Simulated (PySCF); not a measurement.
Gas-phase reaction: 2 InH₃ + C₄H₈ (trans-2-butene) ⇌ 2 InCH₃ + 2 CH₄

Computed with PySCF and rigid-rotor harmonic-oscillator thermochemistry at 1 bar. † marks an energy on the PBE0/def2-TZVP geometry and frequencies; other levels use their own. All species are closed-shell singlets. B3LYP is the form with VWN-RPA correlation. In: scalar-relativistic def2 core potential, no spin-orbit coupling. InH₃, InCH₃: computed as isolated molecules; such fragments, hydroxides, amides, oligomers or adducts are transient or little studied in the gas.

```json
[
 {"level": "B3LYP/def2-TZVP†", "ΔH°(298 K), kJ": "-246"},
 {"level": "BLYP/def2-TZVP†", "ΔH°(298 K), kJ": "[?]"},
 {"level": "HF/def2-TZVP†", "ΔH°(298 K), kJ": "-198"},
 {"level": "PBE0/def2-SVP†", "ΔH°(298 K), kJ": "[?]"},
 {"level": "PBE0/def2-TZVP", "ΔH°(298 K), kJ": "-212"},
 {"level": "r2SCAN/def2-TZVP†", "ΔH°(298 K), kJ": "[?]"},
 {"level": "ωB97M-V/def2-TZVP†", "ΔH°(298 K), kJ": "-191"},
 {"level": "ωB97X-V/def2-TZVP†", "ΔH°(298 K), kJ": "[?]"}
]
```

Question: Fill in the missing entries.

Answer: 
- BLYP/def2-TZVP†, ΔH°(298 K), kJ: -265
- PBE0/def2-SVP†, ΔH°(298 K), kJ: -199
- r2SCAN/def2-TZVP†, ΔH°(298 K), kJ: -205
- ωB97X-V/def2-TZVP†, ΔH°(298 K), kJ: -179
